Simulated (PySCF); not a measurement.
CH4I2OSi. Atoms are numbered in the order given.

```xyz
9

C      1.3014     2.1984     0.0000
Si    -0.0945     0.9746     0.0000
O     -1.5175     1.8168     0.0000
I      0.0308    -0.4719    -2.0080
I      0.0308    -0.4719     2.0080
H      1.2340     2.8327     0.8976
H      2.2686     1.6759     0.0000
H      1.2340     2.8327    -0.8976
H     -2.3415     1.3130     0.0000
```

Coordinates come from a B3LYP-D3(BJ)/def2-SVP optimisation. This is a generated structure with no PubChem entry under its InChIKey; it may be hypothetical. The def2 effective core potentials stand for the cores of I; spin–orbit coupling is left out. One conformer was computed; it need not be the lowest.

These are PBE/def2-TZVP (PySCF) values and carry that method's errors.

Symmetry labels are those of the subgroup Cs that the program uses (full group Cs).

Question: List the valence orbital energies around the gap with their symmetry. (An estimate is asked for; the answer gives what the named calculation found.)

Answer: 
| orbital | symmetry | energy (eV) |
|---|---|---|
| HOMO−7 | A' | -9.58 |
| HOMO−6 | A" | -9.17 |
| HOMO−5 | A' | -8.32 |
| HOMO−4 | A" | -7.71 |
| HOMO−3 | A' | -6.93 |
| HOMO−2 | A' | -6.76 |
| HOMO−1 | A" | -6.57 |
| HOMO | A" | -6.33 |
| LUMO | A' | -1.98 |
| LUMO+1 | A' | -0.64 |
| LUMO+2 | A" | -0.43 |
| LUMO+3 | A' | 0.24 |
